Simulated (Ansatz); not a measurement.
Species: SiS, charge 0, singlet. SiS (sulfanylidenesilicon, SMILES [Si]=S).
B3LYP-D3(BJ)/def2-TZVP minimum from Ansatz (a first-principles code):
```
Si
S 1 1.9380
```

Wanted: atomisation energy (electronic, to ground-state atoms), in kJ/mol. Open shells are spin-unrestricted; no spin-orbit coupling. CBS(X,Y): correlation extrapolated as X^-3, Hartree-Fock from the larger set (Q,5: extrapolated as (X+1)exp(-9√X)). A bracket is a step between two methods taken in the basis named. Functionals run without relativity, which enters their misses. 'core' is core correlation in cc-pwCVTZ (1s frozen past Ne), 'X2C' scalar relativity in cc-pVTZ-DK, both at CCSD(T). The T1 diagnostic of SSi ([Si]=S, singlet) reaches 0.025 in the sets run.

CCSD(T)/CBS(cc-pV(Q+d)Z,cc-pV(5+d)Z) + [CCSDT(Q) - CCSD(T)]/cc-pV(5+d)Z + [CCSDTQ - CCSDT(Q)]/cc-pV(D+d)Z + core + X2C (Ansatz) gives 618.2 kJ/mol.

Problem. What does PBE/def2-TZVPD (Ansatz) give here, and how do the other levels compare?

Solution. PBE gives 625.4 kJ/mol, 7.2 kJ/mol above it. Differences of the others: r2SCAN/def2-TZVPD (Ansatz) -8.9; B3LYP/def2-TZVPD (Ansatz) -23.0; wB97M-V/def2-TZVPD (Ansatz) 5.8; CCSD(T)/CBS(cc-pV(Q+d)Z,cc-pV(5+d)Z) + core + X2C (Ansatz) -1.2 kJ/mol. Nearer than PBE: wB97M-V/def2-TZVPD, CCSD(T)/CBS(cc-pV(Q+d)Z,cc-pV(5+d)Z) + core + X2C.
